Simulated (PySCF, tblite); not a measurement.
Isomers of C5H6FN3, one GFN2-xTB conformer each. Single-point energies are computed at PBE0/pcSseg-1 (PySCF, gas phase, no added dispersion term), electronic only.

```
         SMILES  GFN2-xTB relative energy (kcal/mol)
Fc1cn(C2CC2)nn1                                 12.1
  Fc1nncn1C1CC1                                  0.0
```

Conformers: `[F:1][c:2]1[cH:3][n:4]([CH:5]2[CH2:6][CH2:7]2)[n:8][n:9]1` with C3–N4–C5–C6 145°; `[F:1][c:2]1[n:3][n:4][cH:5][n:6]1[CH:7]1[CH2:8][CH2:9]1` with C5–N6–C7–C8 35°.

**Question.** What does PBE0/pcSseg-1 give for the same structures?

**Answer.** 
```
         SMILES  PBE0/pcSseg-1 E (Eh)  PBE0/pcSseg-1 (kcal/mol)  GFN2-xTB (kcal/mol)  point group
  Fc1nncn1C1CC1            -457.61702                       0.0                  0.0           Cs
Fc1cn(C2CC2)nn1            -457.60356                       8.4                 12.1           Cs
```

Both levels put the same isomer lowest. 

**Question.** Which frontier levels, dipoles and rotational constants go with these structures?

**Answer.** 
```tsv
SMILES	HOMO (eV, PBE0/pcSseg-1)	LUMO (eV)	dipole (D)	A, B, C (MHz)
Fc1nncn1C1CC1	-7.53	0.16	6.38	3150, 1381, 1039
Fc1cn(C2CC2)nn1	-7.37	-0.36	5.21	5998, 972.4, 895.4
```

**Question.** What happens when harmonic zero-point energies from GFN2-xTB frequencies are added?

**Answer.** 
```tsv
SMILES	ZPE (kcal/mol)	electronic (kcal/mol)	with ZPE (kcal/mol)
Fc1nncn1C1CC1	69.8	0.0	0.0
Fc1cn(C2CC2)nn1	69.5	8.4	8.2
```

The zero-point energies span 0.3 kcal/mol. The order is unchanged.
